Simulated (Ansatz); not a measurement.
`F[SiH2]O[SiH2]Cl` + CH₄ → `C[SiH2]O[SiH2]Cl` + H–F  (formal exchange of groups at the Si–F bond)

Gas-phase electronic energies from Ansatz, PBE0-D4/def2-TZVP geometries. CBS: MP2 limit from def2 TZ/QZ plus the TZ coupled-cluster correction, frozen cores. This one scheme is used for every species. Functionals use def2-TZVPP. B3LYP here is the variant with VWN-RPA as its local correlation; programs differ in this. Each species was taken in one conformer, which may not be the lowest.

```csv
level,ΔE (eV)
B97M-V,1.64
CAM-B3LYP-D4,1.65
ωB97X-V,1.58
B3LYP,1.68
BHLYP,1.72
CCSD(T)/def2-SVP,1.55
MP2/def2-TZVPP,1.56
CCSD/def2-TZVPP,1.59
```

Q: What does CCSD(T)/CBS give? (Best estimate.)

A: The calculation gave: +1.55 eV. The listed levels differ from it by 0.09, 0.10, 0.03, 0.13, 0.17, 0.00, 0.01, 0.04 eV.

Largest T1 diagnostic among the species: 0.011.

The D4 term adds −0.08 eV with B3LYP and −0.05 eV with PBE0; it sums over pairs of atoms, weighted by their polarisabilities, and B3LYP, whose exchange is more repulsive, gets the larger term. From BLYP to BHLYP (50 % exact exchange), in def2-TZVPP and without D4, ΔE moves by +0.04 eV. Leaving LDA and LC-ωPBE aside and taking each functional with its dispersion term where it has one, the values, not all of them listed here, spread over 0.24 eV, from revPBE-D4 to BHLYP-D4. LDA lies −0.06 eV from PBE without D4.
